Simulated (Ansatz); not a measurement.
Cost and result for the atomization energy of Cl₂H₄OSSi₂ (`O[SiH2]S[SiH](Cl)Cl`) (10 atoms, 9 bonds).

```csv
atom,x (Å),y (Å),z (Å)
O1,0.961,-1.539,0.687
Si2,-0.538,-1.010,1.078
S3,-0.737,1.114,0.824
Si4,0.009,1.207,-1.151
Cl5,-0.760,2.869,-2.041
Cl6,2.049,1.361,-1.170
H7,1.719,-1.063,1.032
H8,-1.450,-1.741,0.175
H9,-0.893,-1.214,2.502
H10,-0.360,0.015,-1.937
```

Charge 0, multiplicity 1. Geometry: relaxed with PBE0-D4/def2-TZVP. It is one conformer, not always the lowest. Program: Ansatz. All runs use 2 threads of an AMD EPYC 7R13 on a shared host and a share of an NVIDIA H100 80 GB. Times are those of one run each, without the atoms' runs, and a repeat can differ threefold. Electronic energies, without spin–orbit coupling; frozen cores. CCSD(T)/CBS adds CCSD(T) − MP2 in def2-TZVPP to the MP2 limit, and its time is that of the two runs behind it. T1 = 0.011. B3LYP takes the VWN-RPA correlation (the form of Gaussian; ORCA's B3LYP/G).

CCSD(T)/CBS is a level of theory with its own doubt, some kJ/mol a heavy atom from the limit and from the frozen cores, so smaller differences don't rank the functionals.

```json
{"level": "PBE0-D4/def2-TZVPP", "functions": "297", "wall time": "2.3 s"}
{"level": "PBE-D4/def2-TZVPP (with forces)", "functions": "297", "wall time": "2.5 s"}
{"level": "B3LYP-D4/def2-TZVPP (with forces)", "functions": "297", "wall time": "2.7 s"}
{"level": "r2SCAN-D4/def2-TZVPP (with forces)", "functions": "297", "wall time": "2.7 s"}
{"level": "B2PLYP/def2-TZVPP", "functions": "297", "wall time": "2.9 s"}
{"level": "ωB97X-V/def2-TZVPP", "functions": "297", "wall time": "3.7 s"}
{"level": "ωB97M-V/def2-TZVPP (with forces)", "functions": "297", "wall time": "4 s"}
{"level": "MP2/def2-QZVPP", "functions": "527", "wall time": "4.4 s"}
{"level": "CCSD(T)/def2-TZVPP", "functions": "297", "wall time": "6 s"}
{"level": "CCSD(T)/CBS(def2)", "functions": "–", "wall time": "10 s"}
```

Task: What atomization energy does each give, and how far from CCSD(T)/CBS? (An estimate is asked.)

Result: Computed: 
```tsv
level	atomization (kJ/mol)	difference from CCSD(T)/CBS	per bond
PBE0-D4/def2-TZVPP	3349.3	-37.3	-4.1
PBE-D4/def2-TZVPP (with forces)	3391.6	5.0	0.6
B3LYP-D4/def2-TZVPP (with forces)	3331.6	-55.0	-6.1
r2SCAN-D4/def2-TZVPP (with forces)	3391.6	5.0	0.6
B2PLYP/def2-TZVPP	3298.3	-88.3	-9.8
ωB97X-V/def2-TZVPP	3398.8	12.2	1.4
ωB97M-V/def2-TZVPP (with forces)	3395.9	9.3	1.0
MP2/def2-QZVPP	3428.4	41.8	4.6
CCSD(T)/def2-TZVPP	3262.4	-124.2	-13.8
CCSD(T)/CBS(def2)	3386.6	0.0	0.0
```

In def2-TZVPP, CCSD(T) changes the Hartree–Fock value by +812.1 kJ/mol (the triples alone add +60.3 kJ/mol) and MP2 by +904.4 kJ/mol; breaking electron pairs costs correlation energy, which Hartree–Fock lacks. From PBE to PBE0 (25 % exact exchange), in def2-TZVPP and without D4, the atomization energy moves by −37.1 kJ/mol: exact exchange takes away binding that semilocal exchange gives to molecules. The D4 term adds +62.9 kJ/mol with B3LYP and +33.2 kJ/mol with PBE0; it sums over pairs of atoms, weighted by their polarisabilities, and B3LYP, whose exchange is more repulsive, gets the larger term.
